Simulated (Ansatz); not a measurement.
`FCB1N[SiH2]1` + `OC[SeH]` → `B1N[SiH2]1` + `OC[Se]CF`  (redistribution)

Isolated molecules relaxed with PBE0-D4/def2-TZVP in Ansatz; ΔE leaves out vibrations. CCSD(T)/CBS is the MP2 limit (def2-TZVPP, def2-QZVPP) plus CCSD(T) − MP2 in def2-TZVPP, frozen cores. Functionals use def2-TZVPP. B3LYP here is the variant with VWN-RPA as its local correlation; programs differ in this. For Se outer-core shells are correlated without core-valence functions, which leaves a few kJ/mol of doubt a bond. Scalar relativity is left out up to krypton. Each species was taken in one conformer, which may not be the lowest.

`FCB1N[SiH2]1`:

Cartesian coordinates in Å:
```
F 1.127 -1.281 1.998
C 0.097 -1.347 1.070
B 0.039 -0.111 0.118
N -0.759 0.295 -0.936
Si 0.428 1.570 -0.734
H 0.226 -2.270 0.491
H -0.846 -1.447 1.623
H -1.558 -0.047 -1.447
H -0.118 2.885 -0.312
H 1.364 1.753 -1.872
```

`OC[SeH]`:

```xyz
7

O     0.903   -0.396   -1.024
C     0.052   -0.539    0.064
Se   -1.503    0.673    0.074
H     1.220    0.511   -1.054
H     0.552   -0.409    1.027
H    -0.368   -1.543    0.014
H    -0.856    1.702    0.899
```

`B1N[SiH2]1`:

Cartesian coordinates in Å:
```
B -0.312 1.095 -0.133
N -0.669 -0.034 0.571
Si 0.708 -0.520 -0.405
H -0.695 2.216 -0.214
H -1.367 -0.297 1.250
H 0.417 -1.553 -1.432
H 1.918 -0.908 0.363
```

`OC[Se]CF`:

Z-matrix (Å, degrees):
```
C
Se 1 1.965
O 1 1.392 2 114.0
H 1 1.095 2 104.8 3 -124.6
H 1 1.089 2 107.8 3 119.1
C 2 1.934 1 95.6 3 -63.4
H 3 0.962 1 108.5 2 -59.5
F 6 1.374 2 112.5 1 -78.2
H 6 1.091 2 107.3 1 161.9
H 6 1.091 2 108.3 1 41.9
```

```tsv
level	ΔE (kJ/mol)	difference from CCSD(T)/CBS
PBE-D4	21.5	0.8
PBE0-D4	25.1	4.4
B3LYP-D4	24.1	3.4
ωB97X-V	22.4	1.7
ωB97M-V	23.6	2.9
PBE0	26.3	5.6
B3LYP	26.7	6.0
HF/def2-TZVPP	31.8	11.1
MP2/def2-TZVPP	18.1	-2.6
CCSD/def2-TZVPP	24.3	3.6
CCSD(T)/def2-TZVPP	21.4	0.7
HF/def2-QZVPP	31.9	11.2
MP2/def2-QZVPP	17.7	-3.0
SCS-MP2/def2-QZVPP	19.1	-1.6
HF/CBS(def2)	31.9	11.2
CCSD/CBS(def2)	23.6	2.9
CCSD(T)/CBS	20.7	0
```

Largest T1 diagnostic among the species: 0.014.

From PBE to PBE0 (25 % exact exchange), in def2-TZVPP and without D4, ΔE moves by +3.2 kJ/mol. In def2-TZVPP, CCSD(T) changes the Hartree–Fock value by −10.4 kJ/mol (the triples alone add −2.9 kJ/mol) and MP2 by −13.7 kJ/mol.
